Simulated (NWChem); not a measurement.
The numbers come from NWChem runs, not from measurements. System: BiCl$_{3}$, charge 0, spin multiplicity 1, at a geometry optimised with PBE0/def2-SVP with def2 effective core potentials on Bi. The structure started from a generated list of species. Level: MP2/def2-SVP with def2 effective core potentials on Bi, 19 core orbitals frozen.

The NWChem input:

```
start mol
memory heap 200 mb stack 900 mb global 1100 mb
geometry units angstroms nocenter noautoz
  Bi     0.002103     0.446832     0.000000
  Cl    -1.083613    -0.722116     1.870969
  Cl    -1.083613    -0.722116    -1.870969
  Cl     2.156961    -0.737359     0.000000
  symmetry group Cs
end
basis spherical
  * library def2-svp
end
ecp
  Bi library def2-ecp
end
scf
  rhf
  nopen 0
  maxiter 100
  thresh 1e-7
  semidirect memsize 60000000 filesize 0
end
mp2
  freeze core 19
end
task mp2 energy
```

Part of the output:

```
             Northwest Computational Chemistry Package (NWChem) 7.3.0
             --------------------------------------------------------

                                NWChem Input Module
                                -------------------

 Scaling coordinates for geometry "geometry" by  1.889725989
 (inverse scale =  0.529177249)

 Turning off AUTOSYM since
 SYMMETRY directive was detected!

                             Geometry "geometry" -> ""
                             -------------------------

 Output coordinates in angstroms (scale by  1.889725989 to convert to a.u.)

  No.       Tag          Charge          X              Y              Z
 ---- ---------------- ---------- -------------- -------------- --------------
    1 Bi                  83.0000     0.00210300     0.44683200     0.00000000
    2 Cl                  17.0000    -1.08361300    -0.72211600     1.87096900
    3 Cl                  17.0000    -1.08361300    -0.72211600    -1.87096900
    4 Cl                  17.0000     2.15696100    -0.73735900     0.00000000

 Effective nuclear repulsion energy (a.u.)    1033.6229883785

            Nuclear Dipole moment (a.u.)
            ----------------------------
        X                 Y               Z
 ---------------- ---------------- ----------------
     0.0000831479     0.0000170075     0.0000000000

      Symmetry information
      --------------------

 Group name             Cs
 Group number              2
 Group order               2
 No. of unique centers     3

      Symmetry unique atoms

     1    2    4


 Summary of "ao basis" -> "" (spherical)
 ------------------------------------------------------------------------------
       Tag                 Description            Shells   Functions and Types
 ---------------- ------------------------------  ------  ---------------------
 *                          def2-svp                  on all atoms

 Summary of "ao basis" -> "ao basis" (spherical)
 ------------------------------------------------------------------------------
       Tag                 Description            Shells   Functions and Types
[...]
     1   1 0 0      0.008758      0.000000     -0.238362
     1   0 1 0      1.859404      0.000000    -50.663386
     1   0 0 1     -0.000000      0.000000      0.000000

     2   2 0 0    -54.138071      0.000000    425.012566
     2   1 1 0      0.026358      0.000000     -1.468814
     2   1 0 1      0.000000      0.000000      0.000000
     2   0 2 0    -48.532723      0.000000    112.718416
     2   0 1 1      0.000000      0.000000      0.000000
     2   0 0 2    -54.138240      0.000000    425.020396

                   NWChem MP2 Semi-direct Energy/Gradient Module
                   ---------------------------------------------

  Basis functions       =     80
  Molecular orbitals    =     80
  Frozen core           =     19
  Frozen virtuals       =      0
  Active alpha occupied =     18
  Active beta occupied  =     18
  Active alpha virtual  =     43
  Active beta virtual   =     43
  Use MO symmetry       = T
  Use skeleton AO sym   = T

  AO/Fock/Back tols     =   1.0D-09  1.0D-09  1.0D-09

 GA uses MA = F    GA memory limited = T

 Available:
  local mem=  1.26D+08
 global mem=  1.44D+08
 local disk=  0.00D+00
  mp2_memr nvloc                    43
  nvloc new                    43
   1 passes of  18:        3145728                      32793                   7558452.
   1 passes of  18: M    126147598           G      144166400           F     123001870.

 Semi-direct pass number   1 of   1  for RHF alpha+beta  at        1.3s
  vrange nnbf                  2868
  mp2_eaftype                    28  avail_ma_in_mb                  1099
 EAF : mp2_eaftype filesize          28    3779226.
  mp2_eaf for mointskh                     28
Node 0 wrote     17.8 Mb in      0.0 s     Agg I/O rate:  1013.6 Mb/s
 Done moints_semi at        4.0s
  mp2_eaftype                    28  avail_ma_in_mb                  1071
 EAF : mp2_eaftype filesize          28    3779226.
  mp2_eaf for kh                    28
 Done maket at        4.1s
 Done multipass loop at        4.1s

          -------------------------------------------
          SCF energy               -1591.730392671893
          Correlation energy          -0.500308659479
          Singlet pairs               -0.293113217082
          Triplet pairs               -0.207195442397
          Total MP2 energy         -1592.230701331371
          -------------------------------------------

          ---------------------------------------------------
                    Spin Component Scaled (SCS) MP2
          Same spin pairs                     -0.138130294931
          Same spin scaling factor             0.333333333333
          Opposite spin pairs                 -0.362178364547
          Opposite spin scaling fact.          1.200000000000
          SCS-MP2 correlation energy          -0.480657469100
          Total SCS-MP2 energy             -1592.211050140993
          ---------------------------------------------------

 -----------------------
 Performance information
 -----------------------

 Timer overhead =  1.36D-07 seconds/call

               Nr. of calls         CPU time (s)                 Wall time (s)                GFlops
             ---------------    -------------------     ------------------------------   -------------------
Name         Min   Avg   Max    Min     Avg     Max     Min     Avg     Max   Mx/calls   Min     Max     Sum
mp2: moin     1     1     1    2.6     2.6     2.6      2.6     2.6     2.6     2.6      0.0     0.0     0.0
mp2: make     1     1     1   0.13    0.13    0.13     0.13    0.13    0.13    0.13      0.0     0.0     0.0
mp2: tota     1     1     1    2.8     2.8     2.8      2.8     2.8     2.8     2.8      0.0     0.0     0.0

 The average no. of pstat calls per process was 3.00D+00
 with a timing overhead of 4.08D-07s

 Task  times  cpu:        4.1s     wall:        4.1s

 Total times  cpu:        4.1s     wall:        4.1s
```
